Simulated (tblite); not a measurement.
Species: C4H7NPSi2 (doublet state).
SMILES with atom numbers: `[C:1]#[C:2][CH2:3][Si@@H:4]([C:5]#[N:6])[SiH2:7][PH2:8]` (hydrogens: H9, H10 on C3; H11 on Si4; H12, H13 on Si7; H14, H15 on P8)

Structure optimised with GFN2-xTB, isolated species. This method treats the open shell by occupation alone, without spin polarisation.

Q: List the bond lengths, angles and torsions at this level.

A: 
| bond | length (Å) |
| --- | --- |
| C1≡C2 | 1.204 |
| C2–C3 | 1.451 |
| C3–Si4 | 1.934 |
| Si4–C5 | 1.870 |
| C5≡N6 | 1.146 |
| Si4–Si7 | 2.332 |
| Si7–P8 | 2.242 |
| C3–H9 | 1.091 |
| C3–H10 | 1.092 |
| Si4–H11 | 1.473 |
| Si7–H12 | 1.468 |
| Si7–H13 | 1.469 |
| P8–H14, P8–H15 | 1.382 |

Bonds in one row agree within 0.01 Å and their mean is given. A selection of angles:
| angle | degrees |
| --- | --- |
| C1–C2–C3 | 164.5 |
| C2–C3–Si4 | 108.1 |
| C3–Si4–C5 | 104.5 |
| C3–Si4–Si7 | 109.8 |
| C5–Si4–Si7 | 110.2 |
| Si4–C5–N6 | 178.5 |
| Si4–Si7–P8 | 107.4 |

Torsions: C1–C2–C3–Si4 -172° (antiperiplanar); C2–C3–Si4–C5 -74° (synclinal); C3–Si4–Si7–P8 42° (synclinal).

C2 (carbon bonded to 2 C) is bent (angle 164.5°). Si7 (silicon bonded to P, Si and 2 H) is distorted tetrahedral (angles from 105.8° to 113.4°). P8 (phosphorus bonded to Si and 2 H) is pyramidal (angles 95.3°, 95.3° and 92.8°, sum 283.4°, 0.83 Å off the plane of its three neighbours). Si4 (silicon bonded to 2 C, Si and H) is distorted tetrahedral (angles from 103.4° to 121.5°). Of the pairs four or more bonds apart, C2···H14 is among the closest relative to their van der Waals radii: 2.98 Å, 103 % of the sum of Bondi's values. The C–C distances run from 1.204 Å (C1≡C2, drawn triple) to 1.451 Å (C2–C3, drawn single), a spread of 0.247 Å. The C–Si distances run from 1.870 Å (Si4–C5, drawn single) to 1.934 Å (C3–Si4, drawn single), a spread of 0.064 Å.

Point group: C1 (no symmetry element, even within 0.4 Å). Its GFN2-xTB frequencies are all real (lowest 23 cm⁻¹). Torsions: C1–C2–C3–Si4 -172°, C2–C3–Si4–C5 -74°, C3–Si4–Si7–P8 42°, Si4–Si7–P8–H -72° and -166°. 3 starts were optimised and ended at 0.00, 0.27 and 0.99 kcal/mol (GFN2-xTB); the lowest of these is shown.

On one thread of an Arm Neoverse V2, no GPU, on a shared host, this took 0.9 s. That covers the optimisation of the geometry.

One conformer stands for the species.

The numbers are calculated, not measured.
